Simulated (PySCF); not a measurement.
Fe¹⁰⁺ (iron, charge +10) across methods

[Ne] 3s2 3p4, high-spin 3P determinant. All numbers are calculated (PySCF 2.14, no relativity, point nucleus, in an even-tempered Gaussian basis (18 s from 0.4 bohr⁻², ratio 2.5; 12 p from 0.52 bohr⁻², ratio 2.5; 5 d from 4.4 bohr⁻², ratio 2.7; 4 f from 6.5 bohr⁻², ratio 2.7)).

| method | E (hartree) | mean ε 3s β (eV) | mean ε 3p α (eV) | mean ε 3p β (eV) | Σ⟨r²⟩ (bohr²) | ⟨S²⟩ |
| --- | --- | --- | --- | --- | --- | --- |
| PBE0 | -1224.536 | -313.11 | -284.98 | -279.60 | 4.265 | 2.001 |
| UHF | -1224.04535 | -323.22 | -295.66 | -289.15 | 4.278 | 2.003 |
| r2SCAN | -1224.707 | -309.89 | -282.42 | -276.78 | 4.268 | 2.002 |
| revPBE | -1224.647 | -309.08 | -280.99 | -275.92 | 4.262 | 2.001 |
| PBE | -1224.477 | -309.12 | -280.98 | -275.91 | 4.264 | 2.001 |
| LDA | -1222.165 | -309.12 | -280.72 | -275.61 | 4.270 | 2.001 |
| M06-2X | -1224.793 | -316.21 | -288.60 | -283.25 | 4.266 | 2.002 |
